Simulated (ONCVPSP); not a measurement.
## Cutoff test, Lu (Z = 71), ONCV

| Item | Value |
| --- | --- |
| Element | lutetium |
| Generator | ONCVPSP 4.0.1 |
| Type | optimised norm-conserving Vanderbilt (ONCV) |
| Functional | BLYP |
| Relativity | non-relativistic |
| Frozen core | [Kr] 4d10 |
| Valence charge | 25 |
| Reference configuration | 4f14 5s2 5p6 5d1 6s0.5 (charge +1.5) |
| Partial waves | 5s+6s: rc 2.15 bohr, ncon 4, nbas 9, qcut 7.3 1/bohr, 2 projectors; 5p: rc 1.85 bohr, ncon 4, nbas 8, qcut 7.2 1/bohr, 1 projector; 5d: rc 2.05 bohr, ncon 5, nbas 8, qcut 5 1/bohr, 2 projectors, debl 3 Ha; 4f: rc 0.95 bohr, ncon 3, nbas 8, qcut 21.4 1/bohr, 2 projectors, debl 1.4 Ha |
| Local potential | polynomial inside 0.80 bohr (lpopt 5, dvloc0 0 Ha) |
| Core correction | Teter function, fcfact 4, rcfact 1.2 |

Q: For each optimised wave give the share of its norm inside rc, the residual kinetic energy above qcut (Ha) and the cutoffs (Ha) for errors of 10, 1, 0.1 and 0.01 mHa per electron.

A:

```
         wave  norm inside rc  residual KE  10 mHa  1 mHa  0.1 mHa  0.01 mHa
           5s           0.963      5.5e-09    10.8   14.7     17.9      20.4
           6s           0.094      7.7e-09     8.6   13.5     17.3      20.2
           5p           0.811      1.7e-06     7.2   16.7     20.8      23.6
           5d           0.467      2.5e-04     8.1   11.0     14.3      35.2
d projector 2           0.128      2.1e-03    10.1   13.6     22.6      32.6
           4f           0.809      1.8e-07   148.8  170.4    188.1     202.2
f projector 2           0.024      3.6e-09   113.8  143.3    167.2     186.1
```

The occupied waves need 170 Ha and 188 Ha for 1 and 0.1 mHa. Note: ghosts flagged at negative energy: s at -399.6 eV, p at -122.8 eV; GHOST(+) flagged for d at 230.2 eV. A true bound ghost makes a file unfit for plane-wave use. 1 of 4 tests not solved or not reliable.
